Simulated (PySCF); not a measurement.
## Working out the ionisation energy of Mo

Mo [Kr] 4d5 5s1 (7S) → Mo⁺ [Kr] 4d5 (6S). Computed with PySCF 2.14 in aug-cc-pVTZ-PP with one added diffuse shell each of s, p, d, f, g type with ECP28MDF (7s7p6d4f3g, 113 functions), with scalar relativity through the core potential. Frozen: 4s2 4p6. Energies in hartree (1 hartree = 27.21139 eV):

```json
{"part": "UHF", "Mo (lower)": "-67.345052", "Mo⁺ (upper)": "-67.115614"}
{"part": "MP2 opposite-spin", "Mo (lower)": "0.000000", "Mo⁺ (upper)": "0.000000"}
{"part": "MP2 same-spin", "Mo (lower)": "-0.080340", "Mo⁺ (upper)": "-0.059320"}
```

Q: What does Hartree-Fock give?

A: (-67.115614) − (-67.345052) = 0.229438 hartree = 6.243 eV.

Q: What do MP2 and SCS-MP2 (6/5 opposite-spin, 1/3 same-spin) give?

A: The opposite-spin parts differ by 0.000 eV and the same-spin parts by 0.572 eV. MP2: 6.243 + (0.000) + (0.572) = 6.815 eV. SCS-MP2: 6.243 + 1.2 × (0.000) + (0.572)/3 = 6.434 eV.

Measured between the centres of the two terms (NIST): 7.092 eV, so MP2 (valence) is off by -0.277 eV.

What remains against the reference includes basis incompleteness, the frozen core and correlation beyond second order.
